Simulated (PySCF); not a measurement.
## How methods differ on the excitation energy of Bi

Bi [Xe] 4f14 5d10 6s2 6p3 (4S) → Bi [Xe] 4f14 5d10 6s1 6p3 7s1 (6S), as a difference of total energies. Computed with PySCF 2.14 in aug-cc-pVTZ-DK3, with scalar relativity by spin-free X2C-1e. Correlated levels: valence: [Xe] 4f14 5d10 frozen. The calculations carry no spin-orbit coupling.

```json
{"method": "UHF", "excitation energy (eV)": "11.329"}
{"method": "MP2 (valence)", "excitation energy (eV)": "12.112"}
{"method": "SCS-MP2 (valence)", "excitation energy (eV)": "12.442"}
{"method": "CCSD (valence)", "excitation energy (eV)": "12.215"}
{"method": "CCSD(T) (valence)", "excitation energy (eV)": "12.248"}
```

Q: How much does correlation contribute at CCSD(T) (valence)?

A: 12.248 − (11.329) = 0.919 eV, measured against UHF.

Spin-orbit coupling is strong in these open shells (close to jj coupling). The scalar numbers leave it out and a first-order estimate fails, so it can dominate the gap to the real levels.

The upper state lies above the first ionisation limit. A Rydberg-like electron needs more diffuse functions than a valence basis has.

The promoted electron is Rydberg-like, and one or two diffuse shells describe it only roughly, which tends to raise the upper state.
